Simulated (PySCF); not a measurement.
C5H7F, SMILES C1CCC1=CF.

Coordinates come from a B3LYP-D3(BJ)/def2-SVP optimisation. The geometry has at least one imaginary mode, so it is a saddle point at that level.

Vertical ionisation energy (IE) and electron affinity (EA) in eV. Rows of orbital energies are one-electron estimates. Where ΔSCF, EOM or ADC give a negative EA the extra electron is unbound and the value depends on the basis.

```
level                                         IE     EA
------------------------------------------  ----  -----
−ε(HOMO), −ε(LUMO), PBE0/def2-TZVP (PySCF)  6.84  -0.27
−ε(HOMO), −ε(LUMO), PBE/def2-TZVP (PySCF)   5.63   0.69
```
